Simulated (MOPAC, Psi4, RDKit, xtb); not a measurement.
Relaxed torsion scan: SMILES CO[SiH2]CC(C)C. Scanned: dihedral C1–O2–Si3–C4; all other coordinates were relaxed at GFN2-xTB. Points at φ and −φ are mirror images.

Atom numbering (GFN2-xTB optimised geometry, Å):
```
21

C      3.8267    -0.5690    -0.1608
O      2.5613    -0.0386     0.0774
Si     1.1305    -0.6996    -0.3146
C     -0.0909     0.5640     0.3844
C     -1.4928     0.4701    -0.2132
C     -2.3767     1.5949     0.3259
C     -2.1308    -0.8821     0.0857
H      4.5671     0.1190     0.2490
H      3.9365    -1.5445     0.3189
H      4.0014    -0.6900    -1.2325
H      1.0127    -0.8584    -1.7721
H      1.0053    -2.0373     0.2840
H     -0.1669     0.4488     1.4675
H      0.2989     1.5690     0.2105
H     -1.4171     0.5825    -1.3004
H     -1.9444     2.5670     0.0983
H     -3.3701     1.5510    -0.1162
H     -2.4785     1.5099     1.4062
H     -3.1505    -0.9160    -0.2930
H     -2.1581    -1.0566     1.1592
H     -1.5636    -1.6840    -0.3780
```

- GFN1-xTB // GFN2-xTB (xtb)
- AM1, restricted, heats of formation // GFN2-xTB (MOPAC)
- MMFF94 // GFN2-xTB (RDKit)
- B3LYP-D3(BJ)/def2-SVP // GFN2-xTB (Psi4)
- UFF // GFN2-xTB (RDKit)
- PBE-D3(BJ)/def2-SVP // GFN2-xTB (Psi4)

Energies in kJ/mol, each method relative to its own lowest point.

| φ / ° | GFN1-xTB | AM1 | MMFF94 | B3LYP-D3(BJ)/def2-SVP | UFF | PBE-D3(BJ)/def2-SVP |
|---|---|---|---|---|---|---|
| -165 | 7.7 | 0.1 | 0.8 | 0.3 | 2.5 | 0.4 |
| -150 | 6.6 | 0.7 | 2.0 | 1.5 | 8.9 | 1.6 |
| -135 | 4.8 | 2.0 | 4.0 | 2.8 | 17.8 | 3.1 |
| -120 | 1.8 | 3.7 | 8.3 | 3.8 | 29.4 | 4.1 |
| -105 | 2.9 | 2.5 | 5.5 | 4.6 | 26.7 | 4.6 |
| -90 | 3.9 | 1.3 | 4.0 | 4.8 | 22.4 | 4.5 |
| -75 | 4.8 | 0.4 | 2.5 | 4.6 | 17.2 | 4.1 |
| -60 | 4.0 | 0.7 | 2.0 | 4.2 | 16.5 | 3.7 |
| -45 | 3.7 | 1.4 | 2.9 | 4.7 | 19.1 | 4.4 |
| -30 | 3.2 | 2.6 | 4.4 | 5.6 | 24.0 | 5.6 |
| -15 | 2.1 | 4.1 | 6.6 | 6.5 | 30.4 | 6.8 |
| 0 | 0.0 | 5.8 | 11.6 | 7.4 | 39.8 | 7.9 |
| 15 | 2.1 | 4.1 | 6.6 | 6.5 | 30.4 | 6.8 |
| 30 | 3.2 | 2.6 | 4.4 | 5.6 | 24.0 | 5.6 |
| 45 | 3.7 | 1.4 | 2.9 | 4.7 | 19.1 | 4.4 |
| 60 | 4.0 | 0.7 | 2.0 | 4.2 | 16.5 | 3.7 |
| 75 | 4.8 | 0.4 | 2.5 | 4.6 | 17.2 | 4.1 |
| 90 | 3.9 | 1.3 | 4.0 | 4.8 | 22.4 | 4.5 |
| 105 | 2.9 | 2.5 | 5.5 | 4.6 | 26.7 | 4.6 |
| 120 | 1.8 | 3.7 | 8.3 | 3.8 | 29.4 | 4.1 |
| 135 | 4.8 | 2.0 | 4.0 | 2.8 | 17.8 | 3.1 |
| 150 | 6.6 | 0.7 | 2.0 | 1.5 | 8.9 | 1.6 |
| 165 | 7.7 | 0.1 | 0.8 | 0.3 | 2.5 | 0.4 |
| 180 | 8.2 | 0.0 | 0.0 | 0.0 | 0.0 | 0.0 |

Root-mean-square difference from the PBE-D3(BJ)/def2-SVP profile, itself a level with limits, after the best constant shift (kJ/mol): GFN1-xTB 3.9, AM1 1.2, MMFF94 1.7, B3LYP-D3(BJ)/def2-SVP 0.3, UFF 7.8.

MMFF94 has few fitted parameters for silicon.
